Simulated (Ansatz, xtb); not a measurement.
BH8NPSi+: 10 structures ranked

10 gas-phase structures of BH8NPSi+, found in a search over its isomers (lower ones may exist). Each was relaxed with GFN2-xTB; where two conformers were screened, the lower at r2SCAN-D4/def2-SVP is listed:

A. `BN[SiH2][PH3+]`, a singlet
B. `BN([SiH3])[PH3+]`, a singlet
C. `NB[PH2+][SiH3]`, a singlet
D. `B[N@H+]([SiH3])P`, a singlet
E. `[BH2-]1[NH2+][SiH2][PH2+]1`, a singlet
F. `[SiH3]NB[PH3+]`, a singlet
G. `[SiH2]=[NH+][BH2-][PH3+]`, a singlet
H. `[NH2+]=[SiH][BH2-][PH3+]`, a singlet
I. `BN[PH2+][SiH3]`, a singlet
J. `[SiH3][N@H+]1[BH2-][PH2+]1`, a singlet

Problem. Make a reasoned guess at their ranking by r2SCAN-D4/def2-SVP single-point energy.

Solution. Calculated order at r2SCAN-D4/def2-SVP: C (0.0), F (5.5), E (7.2), A (12.6), H (16.0), I (24.9), G (26.1), B (27.2), D (35.1), J (37.3) kcal/mol.

Energies above the lowest of each column, in kcal/mol; the last columns are at BLYP-D3(BJ)/def2-SVP geometries and were run for some of them only (a dash: not run or not comparable):

```json
{"structure": "C", "GFN2-xTB": "5.2", "HF/STO-3G": "3.4", "r2SCAN-D4/def2-SVP": "0.0", "BLYP-D3(BJ)/def2-SVP": "0.0", "CCSD(T)/def2-SVP + ΔMP2/def2-TZVPP": "0.0"}
{"structure": "F", "GFN2-xTB": "0.0", "HF/STO-3G": "6.5", "r2SCAN-D4/def2-SVP": "5.5", "BLYP-D3(BJ)/def2-SVP": "3.5", "CCSD(T)/def2-SVP + ΔMP2/def2-TZVPP": "1.2"}
{"structure": "E", "GFN2-xTB": "12.5", "HF/STO-3G": "0.0", "r2SCAN-D4/def2-SVP": "7.2", "BLYP-D3(BJ)/def2-SVP": "10.3", "CCSD(T)/def2-SVP + ΔMP2/def2-TZVPP": "–"}
{"structure": "A", "GFN2-xTB": "3.7", "HF/STO-3G": "18.0", "r2SCAN-D4/def2-SVP": "12.6", "BLYP-D3(BJ)/def2-SVP": "9.8", "CCSD(T)/def2-SVP + ΔMP2/def2-TZVPP": "5.5"}
{"structure": "H", "GFN2-xTB": "10.1", "HF/STO-3G": "36.5", "r2SCAN-D4/def2-SVP": "16.0", "BLYP-D3(BJ)/def2-SVP": "16.7", "CCSD(T)/def2-SVP + ΔMP2/def2-TZVPP": "–"}
{"structure": "I", "GFN2-xTB": "7.3", "HF/STO-3G": "30.2", "r2SCAN-D4/def2-SVP": "24.9", "BLYP-D3(BJ)/def2-SVP": "–", "CCSD(T)/def2-SVP + ΔMP2/def2-TZVPP": "–"}
{"structure": "G", "GFN2-xTB": "5.2", "HF/STO-3G": "40.6", "r2SCAN-D4/def2-SVP": "26.1", "BLYP-D3(BJ)/def2-SVP": "–", "CCSD(T)/def2-SVP + ΔMP2/def2-TZVPP": "–"}
{"structure": "B", "GFN2-xTB": "6.9", "HF/STO-3G": "42.9", "r2SCAN-D4/def2-SVP": "27.2", "BLYP-D3(BJ)/def2-SVP": "–", "CCSD(T)/def2-SVP + ΔMP2/def2-TZVPP": "–"}
{"structure": "D", "GFN2-xTB": "16.1", "HF/STO-3G": "29.1", "r2SCAN-D4/def2-SVP": "35.1", "BLYP-D3(BJ)/def2-SVP": "–", "CCSD(T)/def2-SVP + ΔMP2/def2-TZVPP": "–"}
{"structure": "J", "GFN2-xTB": "13.4", "HF/STO-3G": "38.9", "r2SCAN-D4/def2-SVP": "37.3", "BLYP-D3(BJ)/def2-SVP": "–", "CCSD(T)/def2-SVP + ΔMP2/def2-TZVPP": "–"}
```

CCSD(T)/def2-SVP + ΔMP2/def2-TZVPP puts C lowest of those it was run on; GFN2-xTB picks F, HF/STO-3G picks E. Some further structures that were screened fall inside this span and aren't listed. Flexible structures stand in one conformer each, not always the lowest. Frequencies (BLYP-D3(BJ)/def2-SVP) were run for A, C, F alone. The ΔMP2 step shifts differences by up to 3.8 kcal/mol, which makes them less sure. ΔMP2 is the change of the MP2 energy from the smaller to the larger basis.

Over these structures GFN2-xTB departs from r2SCAN-D4/def2-SVP by 9.2 kcal/mol on average once a common shift is removed. A GFN2-xTB relaxation took about 0.2 s and the r2SCAN-D4/def2-SVP energy about 1.8 s on a shared host (Ansatz 0.2.0, xtb 6.7.1).
